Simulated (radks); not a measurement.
Spherical jellium clusters: N electrons in a uniform positive sphere of charge N and radius rs N^(1/3), rs = 5.58 bohr. Method: non-relativistic Kohn-Sham, LDA (Slater exchange, Perdew-Wang correlation), spin-polarised, spherical densities; computed with a radial shooting solver with Libxc functionals. Levels are named by radial order and angular momentum (1s, 1p, 1d, 2s, ...), and open shells are averaged over m. Each electron was tried in the lowest free levels, single moves between levels near the top were tried too, and the lowest total energy was kept; such a search can miss a lower state. Energies include the self-energy of the background; IP and EA are vertical (highest electron removed, lowest free level filled), at fixed background; spill-out counts the electrons outside the background radius R, and alpha is the static dipole polarisability from linear response (closed shells only). A dash means not computed or, for alpha, an open shell; in EA it means that no bound solution was reached, which is typical of self-interaction and does not show that the anion is unstable. Real open-shell clusters deform, which this model forbids.

N	open shells	2S	E/N (eV)	E(N+1) + E(N-1) - 2E(N) (eV)	EA (eV)	alpha/R^3
1	1s(up 1, down 0)	1	-1.359	-	-	-
2	none	0	-1.624	0.623	-	1.403
3	1p(up 1, down 0)	1	-1.504	-0.431	-	-
4	1p(up 2, down 0)	2	-1.552	-0.272	-	-
5	1p(up 3, down 0)	3	-1.636	0.235	-	-
6	1p(up 3, down 1)	2	-1.652	-0.226	1.100	-
7	1p(up 3, down 2)	1	-1.696	-0.158	1.297	-
8	none	0	-1.748	0.655	-	1.283
9	1d(up 1, down 0)	1	-1.717	-0.165	-	-
10	1d(up 2, down 0)	2	-1.708	-0.136	1.073	-
11	1d(up 3, down 0)	3	-1.713	-0.113	1.209	-
12	1d(up 4, down 0)	4	-1.726	-0.095	1.322	-
13	1d(up 5, down 0)	5	-1.745	0.238	1.111	-
14	1d(up 5, down 1)	4	-1.744	-0.106	1.238	-
15	1d(up 5, down 2)	3	-1.751	-0.090	1.345	-
16	1d(up 5, down 3)	2	-1.762	-0.077	1.437	-
17	1d(up 5, down 4)	1	-1.776	-0.067	1.517	-
18	none	0	-1.793	0.142	1.401	1.218
19	2s(up 1, down 0)	1	-1.800	0.178	1.261	-
20	none	0	-1.798	0.104	1.168	1.237
21	1f(up 1, down 0)	1	-1.791	-0.072	1.248	-
22	1f(up 2, down 0)	2	-1.788	-0.065	1.321	-
23	1f(up 3, down 0)	3	-1.788	-0.059	1.386	-
24	1f(up 4, down 0)	4	-1.790	-0.053	1.446	-
25	1f(up 5, down 0)	5	-1.794	-0.049	1.500	-
26	1f(up 6, down 0)	6	-1.800	-0.045	1.550	-
27	1f(up 7, down 0)	7	-1.807	0.202	1.357	-
28	1f(up 7, down 1)	6	-1.806	-0.053	1.418	-
29	1f(up 7, down 2)	5	-1.808	-0.048	1.474	-
30	1f(up 7, down 3)	4	-1.810	-0.044	1.525	-
31	1f(up 7, down 4)	3	-1.814	-0.041	1.572	-
32	1f(up 7, down 5)	2	-1.819	-0.038	1.615	-
33	1f(up 7, down 6)	1	-1.825	-0.035	1.656	-
34	none	0	-1.832	0.234	1.437	1.175
35	2p(up 1, down 0)	1	-1.831	-0.025	1.476	-
36	2p(up 2, down 0)	2	-1.832	-0.017	1.507	-
37	2p(up 3, down 0)	3	-1.832	0.155	1.356	-
38	2p(up 3, down 0) 1g(up 1, down 0)	4	-1.829	-0.039	1.399	-
39	2p(up 3, down 0) 1g(up 2, down 0)	5	-1.826	-0.037	1.439	-
40	2p(up 3, down 0) 1g(up 3, down 0)	6	-1.825	-0.035	1.477	-
41	2p(up 3, down 0) 1g(up 4, down 0)	7	-1.825	-0.033	1.513	-
42	2p(up 3, down 0) 1g(up 5, down 0)	8	-1.825	-0.031	1.547	-
43	2p(up 3, down 0) 1g(up 6, down 0)	9	-1.827	-	1.580	-

All shells are closed at N = 2, 8, 18, 20, 34 (there: 1s2 1p6 1d10 2s2 1f14); the second difference of the energy has clear peaks (12 % above both neighbours; the first and last values, which can be the largest, are not judged, and half-filled shells can peak too) at N = 5, 8, 13, 19, 27, 34, 37.
